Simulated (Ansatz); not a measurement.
Molecule: CMoO (charge 0, quintet). The spin state was set by rule; other spins were not relaxed. 
Geometry from a B3LYP-D3(BJ)/def2-TZVP (Ansatz, a program for electronic structure) optimisation:
```
C
O 1 1.1626
Mo 1 1.9327 2 180.00
```
Charge 0, spin multiplicity 5.

Total electronic energies in hartree. Cores are frozen in the correlated levels unless marked. Open shells are spin-unrestricted. Spin-orbit coupling is left out. The frozen core is the preceding noble-gas configuration, with the filled d and f shells of earlier blocks. In def2 rows, elements after Kr have scalar-relativistic effective core potentials. CBS(X,Y): correlation extrapolated as X^-3; Hartree-Fock from the larger set.

The UHF reference is spin-contaminated (<S^2> 0.64 over the pure value in the largest basis). The T1 diagnostic of CCSD in the largest basis is 0.062, which is high, so the coupled-cluster rows are less sure than usual.

```tsv
level	program	energy (Eh)
RI-HF/def2-QZVPPD	Ansatz	-180.30047
PBE/def2-TZVPD	Ansatz	-181.39896
PBE-D3(BJ)/def2-TZVPD	Ansatz + dftd3	-181.40100
BLYP/def2-TZVPD	Ansatz	-181.45584
revPBE-D4/def2-TZVPD	Ansatz + dftd4	-181.53476
B3LYP/def2-TZVPD	Ansatz	-181.51187
BHLYP-D3(BJ)/def2-TZVPD	Ansatz + dftd3	-181.31864
r2SCANh/def2-TZVPD	Ansatz	___
HSE06-D3(BJ)/def2-TZVPD	Ansatz + dftd3	-181.35265
HSE06-D4/def2-TZVPD	Ansatz + dftd4	-181.35314
CAM-B3LYP-D4/def2-TZVPD	Ansatz + dftd4	-181.39121
CAM-B3LYP/def2-TZVPD	Ansatz	-181.38892
wB97X/def2-TZVPD	Ansatz	___
B2GP-PLYP/def2-TZVPD	Ansatz	-181.15131
B2PLYP-D3(BJ)/def2-TZVPD	Ansatz + dftd3	-181.22646
B2PLYP-D4/def2-TZVPD	Ansatz + dftd4	-181.22610
RPA@PBE/def2-TZVPP	Ansatz	-181.04492
RI-MP2/CBS(def2-TZVPPD,def2-QZVPPD)	Ansatz	-180.8320
SCS-MP2/def2-SVP	Ansatz	-180.46261
SCS-MP2/def2-TZVPPD	Ansatz	-180.71917
CCSD/def2-QZVPP	Ansatz	-180.82383
CCSD/CBS(def2-TZVPP,def2-QZVPP)	Ansatz	-180.8452
CCSD(T)/CBS(def2-TZVPP,def2-QZVPP)	Ansatz	-180.8785
```

Task: Complete the blanks.

Result: 
- r2SCANh/def2-TZVPD, energy (Eh): -181.44703
- wB97X/def2-TZVPD, energy (Eh): -181.41839
